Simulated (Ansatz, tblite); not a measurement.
Cost and result up the ladder for GeHMe2(OiPr) (C₅H₁₄GeO) (21 atoms). Charge 0, multiplicity 1. Geometry: PBE0-D4/def2-SVP.

```xyz
21

Ge    1.0857    0.0678   -0.8879
H     0.4654   -0.7154   -2.0732
C     1.9385    1.7169   -1.4535
H     2.8105    1.5099   -2.0916
H     2.2749    2.2790   -0.5699
H     1.2287    2.3416   -2.0140
C     2.3105   -1.0470    0.1363
H     3.1958   -1.3024   -0.4657
H     1.8255   -1.9792    0.4589
H     2.6422   -0.4995    1.0310
O    -0.2646    0.5903    0.1665
C    -1.5058   -0.0733    0.2131
C    -2.4831    0.8470    0.9207
C    -1.3925   -1.4262    0.9014
H    -1.8782   -0.2453   -0.8198
H    -2.1458    1.0318    1.9525
H    -3.4930    0.4111    0.9536
H    -2.5332    1.8153    0.4022
H    -0.7211   -2.1011    0.3468
H    -0.9876   -1.3001    1.9180
H    -2.3730   -1.9213    0.9745
```

Ansatz on 2 threads of AMD EPYC 7R13 on a shared host and a share (18 GiB) of an NVIDIA H100 80GB HBM3; xTB runs through tblite on one thread. Times are rough, summed over both states, and most runs start from the orbitals of an earlier one. PBE0-D4/def2-TZVP serves as the yardstick here, not as an exact answer. The other state is a doublet.

The xTB rows come from tblite.

Raw xTB energies of ions are shifted by several eV.

```json
{"level": "GFN2-xTB", "functions": "47", "wall time": "0.025 s", "vertical IE (eV)": "13.23", "difference from PBE0-D4/def2-TZVP (eV)": "4.16"}
{"level": "GFN1-xTB", "functions": "61", "wall time": "0.046 s", "vertical IE (eV)": "14.12", "difference from PBE0-D4/def2-TZVP (eV)": "5.05"}
{"level": "LDA (SPW92)/def2-TZVP", "functions": "318", "wall time": "25 s", "vertical IE (eV)": "8.85", "difference from PBE0-D4/def2-TZVP (eV)": "-0.22"}
{"level": "PBE0-D4/def2-TZVP", "functions": "318", "wall time": "30 s", "vertical IE (eV)": "9.07", "difference from PBE0-D4/def2-TZVP (eV)": "0.00"}
{"level": "PBE-D4/def2-TZVP (with forces)", "functions": "318", "wall time": "32 s", "vertical IE (eV)": "8.72", "difference from PBE0-D4/def2-TZVP (eV)": "-0.35"}
```
